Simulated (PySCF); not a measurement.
## GaCl from Hartree–Fock to correlated methods

State: ¹Σ⁺ (singlet), closed shell. Set-up: Ga def2-TZVPP, Cl def2-TZVPP; no relativity (PySCF 2.14). De refers to Ga + Cl in their high-spin ground configurations, without counterpoise correction. A positive dipole means Ga(−)Cl(+).

```
      Level  Re (Å)  ωe (cm⁻¹)  De (eV)  μ (D)
        RHF   2.229        364     3.63  -2.51
    RHF-MP2   2.204        379     4.95    n/a
RHF-SCS-MP2   2.213        374     4.80    n/a
   RHF-CCSD   2.211        376     4.62    n/a
RHF-CCSD(T)   2.211        377     4.75    n/a
        LDA   2.191        376     5.59  -2.08
        PBE   2.235        354     4.97  -2.34
     r²SCAN   2.208        372     4.95  -2.16
      M06-L   2.226        358     5.12  -2.47
    r²SCANh   2.205        374     4.89  -2.19
      B3LYP   2.239        352     4.75  -2.56
       PBE0   2.216        367     4.84  -2.35
    ωB97X-V   2.210        372     4.91  -2.36
```

**Question.** Which functional lies closest to RHF-CCSD(T) in De, which farthest, and by how much do they differ from it?

**Answer.** Closest is B3LYP (+2.8 pm in Re, -6.6 % in ωe, +0.00 eV in De against RHF-CCSD(T) in the same basis), farthest LDA (-2.0 pm in Re, -0.3 % in ωe, +0.84 eV in De). CCSD(T) converges more slowly with the basis than the functionals do and binds too weakly in this one, so the order can change at the basis-set limit.

**Question.** What does the gradient correction do here, going from LDA to PBE?

**Answer.** PBE less LDA: +4.4 pm in Re, -5.9 % in ωe, -0.62 eV in De. The gradient correction favours the more uneven density of free atoms, so it tends to lengthen bonds and takes away much of the overbinding of LDA; so it does here.

**Question.** What does the triples do here, going from RHF-CCSD to RHF-CCSD(T)?

**Answer.** RHF-CCSD(T) less RHF-CCSD: +0.0 pm in Re, +0.3 % in ωe, +0.13 eV in De. Correlation nearly always deepens the well. The bond length hardly moves.

Correlated steps freeze 14 core orbitals. Where the molecule has an RHF reference, its open-shell atoms are computed with UHF.
